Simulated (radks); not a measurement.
Question: The mean radii <r> (bohr) of the occupied orbitals of an atom or ion are listed with their occupations. All-electron calculation, Dirac Kohn-Sham, exchange-only LDA, spin-unpolarised, spherical densities, point nucleus. Program: a radial shooting solver on a logarithmic mesh with Libxc functionals.

| orbital | occ. | <r> |
|---|---|---|
| 1s1/2 | 2 | 0.04867 |
| 2s1/2 | 2 | 0.2179 |
| 2p1/2 | 2 | 0.1884 |
| 2p3/2 | 4 | 0.1919 |
| 3s1/2 | 2 | 0.6429 |
| 3p1/2 | 2 | 0.6562 |
| 3p3/2 | 3 | 0.6660 |
| 3d3/2 | 4 | 0.7143 |
| 3d5/2 | 5 | 0.7181 |
| 4s1/2 | 1 | 1.757 |

Name the element and its charge. Open shells, if any, fill j = l - 1/2 first.

Answer: Z = 31, gallium, charge +4: Ga4+ in [Ne] 3s2 3p5 3d9 4s1. The 1s radius gives Z: for a bare nucleus <r> = (2 gamma + 1)/(2Z) with gamma = sqrt(1 - (Z/c)^2), 0.04755 bohr for Z = 31, and screening makes it slightly larger (0.04867 here). The occupations add up to 27, and the charge is Z minus that.
